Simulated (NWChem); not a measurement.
System: C₂H₅ClGe; SMILES Cl/C=[CH]/[GeH3]

All runs: NWChem. The geometry was optimised at PBE0/def2-SVP. Total energies of different functionals are on different scales.

| level | energy (Ha) | highest occupied level (eV) | orbital gap (eV) | dipole (D) | relative time |
|---|---|---|---|---|---|
| B3LYP/def2-SVP | -2615.9844 | -7.18 | 6.59 | 0.81 | 2 |
| PBE/def2-SVP | -2615.3058 | -6.27 | 4.89 | 0.74 | 2 |
| Hartree-Fock/def2-SVP | -2613.0098 | -10.06 | 13.44 | 1.17 | 1 |
| CAM-B3LYP/def2-SVP | -2616.0030 | -8.70 | 9.51 | 0.91 | 5 |
| B97-2/def2-SVP | -2616.4735 | -7.25 | 6.74 | 0.95 | 2 |
| revPBE/def2-SVP | -2615.6554 | -6.24 | 4.92 | 0.76 | 2 |
| BHandHLYP/def2-SVP | -2615.8473 | -8.46 | 9.17 | 1.00 | 1 |
| LC-BLYP (range parameter 0.33 per bohr)/def2-SVP | -2615.1461 | -9.61 | 11.37 | 0.90 | 5 |
| B3PW91/def2-SVP | -2615.8770 | -7.29 | 6.61 | 0.92 | 1 |

Relative times are rough (shared machine, one core).
